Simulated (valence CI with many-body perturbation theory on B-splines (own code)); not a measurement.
**Pb LXXVIII: electric-dipole lines**

Level of theory: configuration interaction combined with many-body perturbation theory (CI+MBPT): three valence electrons over a frozen Dirac-Fock core [He], radial functions for each j: 11 s, 11 p, 10 d, 8 f, 5 g, 2 h, with the one-electron correlation potential Σ1, the two-electron term Σ2, the three-electron term Σ3, Breit, model QED; selected CI, second order for the rest, scaled by the run's own slope (own B-spline code, finite nucleus).

The last digits are not significant, and no measured levels were compared; by estimate large intervals hold to a few tenths of a per cent, small ones and those within an open d or f shell to about a per cent.

Lines 1 to 50 of 538 in falling wavelength, among levels below 20439 eV, chosen from the strongest by gf and those to the six lowest levels. Wavelengths and rates use the calculated energies. Electric multipoles are in the length gauge, E1 and E2 with the static RPA response of the core. Weak lines are less certain than strong ones. Lines between different terms over intervals too small for the method are left out, as are lines whose strength nearly cancels. Where a level lies close to another of its J and parity, the split of strength between their lines is uncertain. The highest levels of a list are the least certain.

Levels are named by their leading jj configuration (3d3/2^4 stands for four electrons in 3d with j = 3/2), which in mixed levels can hold well under half, so a name can repeat and another be missing. Letters in brackets count levels of one name in rising energy.

```csv
λ vac (nm),Upper,Lower,A (s⁻¹),log gf,Branch %
28.23,(2p1/2^2 4f7/2) J=7/2,(2p1/2^2 4d5/2) J=5/2,1.58e+09,-0.82,0.0
27.13,(2s 2p1/2 4f7/2) J=7/2 [b],(2s 2p1/2 4d5/2) J=5/2 [b],1.62e+09,-0.84,0.0
25.63,(2s 2p1/2 4f7/2) J=9/2,(2s 2p1/2 4d5/2) J=7/2,2.11e+09,-0.68,0.0
24.77,(2s^2 4f7/2) J=7/2,(2s^2 4d5/2) J=5/2,2.33e+09,-0.77,0.0
14.21,(2s 2p1/2 4f5/2) J=5/2 [b],(2s 2p1/2 4d3/2) J=3/2 [b],9.39e+09,-0.77,0.0
13.99,(2p1/2^2 4f5/2) J=5/2,(2p1/2^2 4d3/2) J=3/2,1.21e+10,-0.67,0.0
13.68,(2s^2 4f5/2) J=5/2,(2s^2 4d3/2) J=3/2,1.27e+10,-0.67,0.0
13.66,(2s 2p1/2 4f5/2) J=5/2 [a],(2s 2p1/2 4d3/2) J=3/2 [a],1.27e+10,-0.67,0.0
13.51,(2s 2p1/2 4f7/2) J=7/2 [a],(2s 2p1/2 4d3/2) J=5/2,5.87e+09,-0.89,0.0
13.36,(2s 2p1/2 4f5/2) J=7/2,(2s 2p1/2 4d3/2) J=5/2,7.71e+09,-0.78,0.0
12.35,(2s 2p1/2 4d5/2) J=7/2,(2s 2p1/2 4p3/2) J=5/2,2.96e+10,-0.27,0.0
12.25,(2p1/2^2 4d5/2) J=5/2,(2p1/2^2 4p3/2) J=3/2,3.07e+10,-0.38,0.0
12.16,(2s^2 4d5/2) J=5/2,(2s^2 4p3/2) J=3/2,2.99e+10,-0.40,0.0
12.13,(2s 2p1/2 4d5/2) J=5/2 [a],(2s 2p1/2 4p3/2) J=3/2 [a],3.09e+10,-0.39,0.0
12.01,(2s 2p1/2 4d5/2) J=5/2 [b],(2s 2p1/2 4p3/2) J=3/2 [b],2.73e+10,-0.45,0.0
10.68,(2s 2p1/2 4d5/2) J=3/2,(2s 2p1/2 4p3/2) J=1/2,2.28e+10,-0.81,0.0
5.471,(2p1/2 2p3/2 3d5/2) J=9/2,(2s 2p3/2 3d5/2) J=7/2 [b],5.37e+10,-0.62,0.1
5.394,(2p3/2^2 3d5/2) J=5/2 [a],(2p3/2^2 3p3/2) J=3/2 [a],4.76e+10,-0.90,0.0
5.330,(2p1/2 2p3/2 3d5/2) J=7/2 [b],(2p1/2 2p3/2 3p3/2) J=5/2 [b],7.02e+10,-0.62,0.0
5.326,(2s 2p1/2 3d5/2) J=7/2,(2s 2p1/2 3p3/2) J=5/2,7.53e+10,-0.59,0.0
5.172,(2s 2p3/2 3d5/2) J=7/2 [a],(2s 2p3/2 3p3/2) J=5/2 [a],6.93e+10,-0.65,0.0
5.171,(2p1/2^2 3d5/2) J=5/2,(2p1/2^2 3p3/2) J=3/2,1.02e+11,-0.61,0.0
5.164,(2s 2p3/2 3d5/2) J=9/2,(2s 2p3/2 3p3/2) J=7/2,9.17e+10,-0.44,18.6
5.132,(2p1/2 2p3/2 3d5/2) J=7/2 [a],(2p1/2 2p3/2 3p3/2) J=5/2 [a],9.39e+10,-0.53,0.1
5.126,(2p1/2 2p3/2 3d5/2) J=5/2 [b],(2p1/2 2p3/2 3p3/2) J=3/2 [b],5.89e+10,-0.86,0.0
5.107,(2p3/2^2 3d5/2) J=7/2,(2p3/2^2 3p3/2) J=5/2,7.58e+10,-0.63,0.1
5.095,(2s 2p1/2 3d5/2) J=5/2 [a],(2s 2p1/2 3p3/2) J=3/2 [a],9.44e+10,-0.66,0.0
5.092,(2p3/2^2 3d5/2) J=9/2,(2p3/2^2 3p3/2) J=7/2,9.84e+10,-0.42,0.1
5.081,(2p3/2^2 3d5/2) J=5/2 [b],(2p3/2^2 3p3/2) J=3/2 [b],9.26e+10,-0.67,0.0
4.984,(2s 2p1/2 3d5/2) J=5/2 [b],(2s 2p1/2 3p3/2) J=3/2 [b],8.73e+10,-0.71,0.0
4.950,(2p1/2 2p3/2 3d5/2) J=9/2,(2p1/2 2p3/2 3p3/2) J=7/2,4.46e+10,-0.79,0.1
4.949,(2p1/2 2p3/2 3d5/2) J=5/2 [a],(2p1/2 2p3/2 3p3/2) J=3/2 [a],7.11e+10,-0.81,0.0
4.878,(2s 2p3/2 3d5/2) J=7/2 [b],(2s 2p3/2 3p3/2) J=5/2 [b],1.06e+11,-0.52,0.0
4.857,(2s 2p3/2 3d5/2) J=5/2 [a],(2s 2p3/2 3p3/2) J=3/2 [a],6.05e+10,-0.89,0.0
4.828,(2p1/2 2p3/2 3p3/2) J=5/2 [b],(2s 2p3/2 3p3/2) J=3/2 [b],6.32e+10,-0.88,0.0
4.759,(2s 2p1/2 3p3/2) J=5/2,(2s^2 3p3/2) J=3/2,8.67e+10,-0.75,0.0
4.525,(2s 2p1/2 2p3/2) J=5/2,(2s^2 2p3/2) J=3/2,1.11e+10,-1.69,94.2
4.069,(2s 2p1/2 4d3/2) J=1/2,(2s 2p1/2 4p1/2) J=1/2 [b],3.80e+11,-0.72,0.0
4.033,(2s 2p1/2 4d3/2) J=3/2 [b],(2s 2p1/2 4p1/2) J=1/2 [b],3.81e+11,-0.43,0.0
4.001,(2p1/2^2 4d3/2) J=3/2,(2p1/2^2 4p1/2) J=1/2,6.51e+11,-0.20,0.2
3.973,(2s 2p1/2 4p3/2) J=1/2,(2s 2p1/2 4s) J=1/2 [b],3.52e+11,-0.78,0.1
3.937,(2s^2 4d3/2) J=3/2,(2s^2 4p1/2) J=1/2,7.40e+11,-0.16,0.1
3.934,(2s 2p1/2 4d3/2) J=3/2 [a],(2s 2p1/2 4p1/2) J=1/2 [a],7.26e+11,-0.17,0.1
3.926,(2s 2p1/2 4d3/2) J=5/2,(2s 2p1/2 4p1/2) J=3/2,7.14e+11,0.00,0.2
3.908,(2p1/2^2 4p3/2) J=3/2,(2p1/2^2 4s) J=1/2,7.02e+11,-0.19,0.2
3.851,(2s 2p1/2 4d3/2) J=3/2 [b],(2s 2p1/2 4p1/2) J=3/2,3.58e+11,-0.50,0.0
3.832,(2s 2p1/2 4p3/2) J=3/2 [b],(2s 2p1/2 4s) J=1/2 [b],5.26e+11,-0.33,0.1
3.799,(2s 2p1/2^2) J=1/2,(2s^2 2p1/2) J=1/2,3.41e+10,-1.83,100.0
3.754,(2s 2p1/2 4p3/2) J=3/2 [a],(2s 2p1/2 4s) J=1/2 [a],9.86e+11,-0.08,0.4
3.739,(2s^2 4p3/2) J=3/2,(2s^2 4s) J=1/2,1.02e+12,-0.07,0.9
```
